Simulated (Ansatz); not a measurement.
Reaction (ligand exchange at the Si–O bond): `[SiH3]O[SiH2]Br` + `N[SiH3]` → `[SiH3]N[SiH2]Br` + `O[SiH3]`

Computed with Ansatz on PBE0-D4/def2-TZVP structures; ΔE is electronic, products minus reactants. CBS: MP2 limit from def2 TZ/QZ plus the TZ coupled-cluster correction, frozen cores. This one scheme is used for every species. Functionals use def2-TZVPP. B3LYP here is the variant with VWN-RPA as its local correlation; programs differ in this. HSE06 is defined as in plane-wave codes. For Br outer-core shells are correlated without core-valence functions, which leaves a few kJ/mol of doubt a bond. Scalar relativity is left out up to krypton. One conformer a species, not always the lowest.

| level | ΔE (kJ/mol) | difference from CCSD(T)/CBS |
| --- | --- | --- |
| LDA (SPW92) | 39.3 | -7.2 |
| ωB97X-V | 47.3 | 0.8 |
| PBE0 | 43.5 | -3.0 |
| B3LYP | 50.3 | 3.8 |
| r2SCAN0 | 47.9 | 1.4 |
| HSE06 | 43.2 | -3.3 |
| HF/def2-SVP | 53.0 | 6.5 |
| MP2/def2-TZVPP | 45.4 | -1.1 |
| SCS-MP2/def2-TZVPP | 48.3 | 1.8 |
| CCSD/CBS(def2) | 48.7 | 2.2 |
| CCSD(T)/CBS | 46.5 | 0 |

Largest T1 diagnostic among the species: 0.011.

In def2-TZVPP, CCSD(T) changes the Hartree–Fock value by −13.5 kJ/mol (the triples alone add −2.2 kJ/mol) and MP2 by −14.1 kJ/mol. At CCSD(T), def2-SVP lies −4.5 kJ/mol from the extrapolated value and def2-TZVPP −0.5 kJ/mol. From BLYP to BHLYP (50 % exact exchange), in def2-TZVPP and without D4, ΔE moves by +5.4 kJ/mol.
